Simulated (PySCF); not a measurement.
SrF2, SMILES [F][Sr][F]. Coordinates come from a PBE-D3(BJ)/def2-TZVP optimisation. The isomer is the one that the SMILES or the coordinates give; other isomers of the formula were not compared. The def2 effective core potentials stand for the cores of Sr; spin–orbit coupling is left out.

Method: PBE-D3(BJ)/def2-TZVP (PySCF).

Harmonic wavenumbers (cm⁻¹): 92, 469, 469. Rotational constants (GHz): 20.17, 3.701, 3.127; symmetry number 2.

Task: Work out the zero-point energy and the ideal-gas rigid-rotor harmonic-oscillator thermochemistry at 298.15 K and 1 atm.

Result: ZPE = ½ Σ hcν = ½ × 1030 cm⁻¹ = 1.47 kcal/mol. H − E(el) = 4.62 kcal/mol. Entropy in cal/(mol K): translation 40.40, rotation 23.36, vibration 5.10, total 68.85. G − E(el) = -15.90 kcal/mol. Cp = 12.54 cal/(mol K). Modes under 150 cm⁻¹ make the vibrational entropy uncertain.
